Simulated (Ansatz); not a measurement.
`OB[SiH]1C[SiH2]1` and `O[SiH]1C[SiH2]1` differ in one atom or group.

Ansatz, PBE0-D4/def2-TZVP geometries, multiplicity 1. Each molecule was computed in one conformer, which needn't be the lowest.

```csv
property,`OB[SiH]1C[SiH2]1`
HOMO–LUMO gap (B3LYP/def2-TZVPP) / eV,4.71
LUMO energy (PBE0/def2-TZVPP) / eV,-1.29
HOMO energy (PBE/def2-TZVPP) / eV,-5.44
HOMO–LUMO gap (PBE0/def2-TZVPP) / eV,5.08
LUMO energy (B3LYP/def2-TZVPP) / eV,-1.46
HOMO–LUMO gap (PBE/def2-TZVPP) / eV,3.30
```

Task: Give the same properties after the change, and the shifts. (Best estimate.)

Result: The calculation gave: 
```csv
property,`O[SiH]1C[SiH2]1`,shift
HOMO–LUMO gap (B3LYP/def2-TZVPP) / eV,4.85,0.14
LUMO energy (PBE0/def2-TZVPP) / eV,-0.98,0.31
HOMO energy (PBE/def2-TZVPP) / eV,-5.22,0.22
HOMO–LUMO gap (PBE0/def2-TZVPP) / eV,5.21,0.13
LUMO energy (B3LYP/def2-TZVPP) / eV,-1.15,0.31
HOMO–LUMO gap (PBE/def2-TZVPP) / eV,3.41,0.11
```

With PBE0 the HOMO rises by 0.18 eV and the LUMO rises by 0.31 eV, so the gap widens by about 0.13 eV. PBE moves the HOMO by 0.22 eV and ωB97M-V by 0.09 eV.

B3LYP here is the variant with VWN-RPA as its local correlation; programs differ in this.
